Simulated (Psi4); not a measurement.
C2H6ClInO (SMILES C[CH2][In]([OH])[Cl]), singlet, at a GFN2-xTB geometry (such geometries of metal compounds can be far from the true shape) (core potentials on In); PBE0/def2-SVPD (Psi4).

Psi4 was given this input:
```
memory 2 GB

molecule mol {
0 1
  In    0.185372    0.178377    0.135726
  Cl   -1.888176   -0.182458    1.133998
  C     1.112657   -0.508521   -1.801670
  C     0.250141   -1.500381   -2.547377
  H     2.072350   -0.926059   -1.502439
  H     1.278341    0.407868   -2.365840
  H    -0.719785   -1.069052   -2.796734
  H     0.082448   -2.400351   -1.955146
  H     0.742129   -1.791482   -3.477721
  O     1.309163    1.321233    1.272102
  H     0.910200    1.623932    2.086818
}

set basis def2-svpd
set reference rks

energy('pbe0')
print_variables()
```

Output, abridged:

```
   => Loading Basis Set <=

    Name: DEF2-SVPD
    Role: ORBITAL
    Keyword: BASIS

    !!!  WARNING: ECP capability is in beta. Please check occupations closely.  !!!

         ---------------------------------------------------------
                                   SCF
               by Justin Turney, Rob Parrish, Andy Simmonett
                          and Daniel G. A. Smith
                              RKS Reference
         ---------------------------------------------------------

  ==> Geometry <==

    Molecular point group: c1
    Full point group: C1

    Geometry (in Angstrom), charge = 0, multiplicity = 1:

       Center              X                  Y                   Z               Mass
    ------------   -----------------  -----------------  -----------------  -----------------
         IN           0.200858419107     0.142879955441     0.067741004994   114.903878776000
         CL          -1.872689580893    -0.217955044559     1.066013004994    34.968852682000
         C            1.128143419107    -0.544018044559    -1.869654995006    12.000000000000
         C            0.265627419107    -1.535878044559    -2.615361995006    12.000000000000
         H            2.087836419107    -0.961556044559    -1.570423995006     1.007825032230
         H            1.293827419107     0.372370955441    -2.433824995006     1.007825032230
         H           -0.704298580893    -1.104549044559    -2.864718995006     1.007825032230
         H            0.097934419107    -2.435848044559    -2.023130995006     1.007825032230
         H            0.757615419107    -1.826979044559    -3.545705995006     1.007825032230
         O            1.324649419107     1.285735955441     1.204117004994    15.994914619570
         H            0.925686419107     1.588434955441     2.018833004994     1.007825032230

  Running in c1 symmetry.

  Rotational constants: A =      0.09562  B =      0.05471  C =      0.03528 [cm^-1]
  Rotational constants: A =   2866.65117  B =   1640.27473  C =   1057.74096 [MHz]
  Nuclear repulsion =  316.455697131150430

  Charge       = 0
  Multiplicity = 1
  Electrons    = 64
  Nalpha       = 32
  Nbeta        = 32

  ==> Algorithm <==

  SCF Algorithm Type is DF.
  DIIS enabled.
  MOM disabled.
  Fractional occupation disabled.
  Guess Type is SAD.
  Energy threshold   = 1.00e-06
  Density threshold  = 1.00e-06
  Integral threshold = 1.00e-12

  ==> Primary Basis <==

  Basis Set: DEF2-SVPD
    Blend: DEF2-SVPD
[...]
   @DF-RKS iter   4:  -804.85925215879809   -8.05474e-02   8.36765e-04 DIIS/ADIIS
   @DF-RKS iter   5:  -804.86743332119909   -8.18116e-03   3.49702e-04 DIIS/ADIIS
   @DF-RKS iter   6:  -804.86939135535238   -1.95803e-03   6.16947e-05 DIIS
   @DF-RKS iter   7:  -804.86944068651837   -4.93312e-05   2.04295e-05 DIIS
   @DF-RKS iter   8:  -804.86944641940909   -5.73289e-06   2.88525e-06 DIIS
   @DF-RKS iter   9:  -804.86944654140746   -1.21998e-07   6.13079e-07 DIIS
  Energy and wave function converged.

  ==> Post-Iterations <==

   Electrons on quadrature grid:
      Ntotal   =   63.9999864377 ; deviation = -1.356e-05

    Orbital Energies [Eh]
    ---------------------

    Doubly Occupied:

[...]
    Virtual:

[...]
    Final Occupation by Irrep:
              A
    DOCC [    32 ]
    NA   [    32 ]
    NB   [    32 ]

  @DF-RKS Final Energy:  -804.86944654140746

   => Energetics <=

    Nuclear Repulsion Energy =            316.4556971311504299
    One-Electron Energy =               -1810.5899696617721020
    Two-Electron Energy =                 739.5948062424904492
    DFT Exchange-Correlation Energy =     -50.3299802532762257
    Empirical Dispersion Energy =           0.0000000000000000
    VV10 Nonlocal Energy =                  0.0000000000000000
    Total Energy =                       -804.8694465414074557

Computation Completed

Properties will be evaluated at   0.000000,   0.000000,   0.000000 [a0]

Properties computed using the SCF density matrix

 Multipole Moments:

 ------------------------------------------------------------------------------------
     Multipole            Electronic (a.u.)      Nuclear  (a.u.)        Total (a.u.)
 ------------------------------------------------------------------------------------

 L = 1.  Multiply by 2.5417464519 to convert [e a0] to [Debye]
 Dipole X            :          8.3028852           -7.9354781            0.3674071
 Dipole Y            :         13.3840616          -13.7314527           -0.3473911
 Dipole Z            :         14.4928637          -15.4038298           -0.9109661
 Magnitude           :                                                    1.0418866

 ------------------------------------------------------------------------------------

  Variable Map:
  ----------------------------------------------------------------------------
[...]
  Array Variable Map:
  ----------------------------------------------------------------------------
[...]
[...]
```
